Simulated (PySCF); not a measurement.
**Two-component Hartree-Fock for Ga⁺ (gallium, charge +1)**

Start: [Ar] 3d10 4s2. Calculated with PySCF 2.14 in x2c-TZVPPall-2c with one added diffuse shell each of s, p, d type (7s8p5d1f, 63 functions): generalised Hartree-Fock with the X2C-1e Hamiltonian and a Gaussian nucleus; spin-orbit coupling (SO) screened by Boettger's factors.

```
spinor shell  electrons  ε, screened SO (eV)  weight of nominal j (screened SO)  rms radius, screened SO (bohr)
       1s1/2          2             -10449.6                              1.000                          0.0560
       2s1/2          2              -1349.4                              1.000                           0.235
       2p1/2          2              -1190.2                              1.000                           0.209
       3s1/2          2              -187.28                              1.000                           0.698
       3p1/2          2              -133.94                              1.000                           0.730
       3p3/2          4              -130.02                              1.000                           0.741
       3d3/2          4              -40.228                              1.000                           0.891
       3d5/2          6              -39.716                              1.000                           0.897
       4s1/2          2              -19.030                              1.000                            2.48
```

Problem. Where does 2p3/2 lie, and what is the 2p spin-orbit splitting (screened SO)?

Solution. At -1162.1 eV, 28.170 eV above 2p1/2.

```csv
quantity,screened SO
E (hartree),-1941.99655
M_J,0
⟨J²⟩,0.000
⟨L²⟩,0.002
⟨S²⟩,0.002
```
